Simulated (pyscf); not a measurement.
# Concerted two-bond exchange: Cl–SiH₂–SiH₂–Cl → Cl–SiH₂–SiH₂–Cl

Gas phase, singlet surface, charge 0. Bonds broken: Cl1–Si3, Si2–Cl4. Bonds formed: Cl1–Si2, Si3–Cl4. Structures and frequencies: ωB97X-D3(BJ)/def2-SVP in PySCF. MP2 and CC: frozen core, UHF for open shells. ΔMP2 is the change of the MP2 total energy from the triple- to the quadruple-zeta basis.

Transition state (Å):

```xyz
8

Cl     2.1448     0.6874     0.9963
Si     0.5826     0.2187    -0.9059
Si    -0.3378     1.0129     0.8920
Cl    -1.8999     0.5438    -1.0108
H      0.7508    -1.2300    -1.1402
H      1.0894     1.0851    -1.9895
H     -0.8449     0.1465     1.9755
H     -0.5054     2.4615     1.1265
```

One imaginary mode, 341i cm⁻¹; descent along it reached the two sides named.

| bond | change | reactant side (Å) | saddle | product side |
|---|---|---|---|---|
| Cl1–Si3 | breaks | 2.077 | 2.506 | 3.5 |
| Si2–Cl4 | breaks | 2.077 | 2.506 | 3.5 |
| Cl1–Si2 | forms | 3.5 | 2.506 | 2.077 |
| Si3–Cl4 | forms | 3.5 | 2.506 | 2.077 |

Electronic energies relative to the reactant's lowest minimum found (kJ/mol):

```csv
level,barrier,reaction energy,reverse barrier
ωB97X-D3(BJ)/def2-TZVP,202.1,0.0,202.1
PBE/def2-TZVP,176.1,0.0,176.1
r²SCAN/def2-TZVP,194.4,0.0,194.4
B3LYP-D3(BJ)/def2-TZVP,194.1,0.0,194.1
PBE0-D3(BJ)/def2-TZVP,195.4,0.0,195.4
M06-2X/def2-TZVP,198.8,0.0,198.8
ωB97M-D3(BJ)/def2-TZVP,195.8,0.0,195.8
HF/def2-TZVP,250.6,0.0,250.6
MP2/def2-QZVPP,208.1,0.0,208.1
CCSD/def2-TZVPP,221.9,0.0,221.9
CCSD(T)/def2-TZVPP,212.2,0.0,212.2
CCSD(T)/def2-TZVPP + ΔMP2(QZVPP),209.9,0.0,209.9
```

With CCSD(T)/def2-TZVPP + ΔMP2(QZVPP) energies and thermal terms (ideal gas, 1 atm, RRHO with modes under 100 cm⁻¹ raised to 100, one conformer, R ln 2 for chiral ones without a mode under 150 cm⁻¹), in kJ/mol:

| T (K) | ΔH‡ | ΔG‡ | ΔH | ΔG |
|---|---|---|---|---|
| 298 | 205.3 | 208.6 | 0.0 | 0.0 |
| 600 | 204.2 | 212.2 | 0.0 | 0.0 |
| 900 | 202.2 | 216.6 | 0.0 | 0.0 |
| 1200 | 199.9 | 221.7 | 0.0 | 0.0 |

One saddle was located; it need not be the lowest between these sides. The CCSD(T) − MP2 part came from Ansatz, without density fitting, on the same reference.
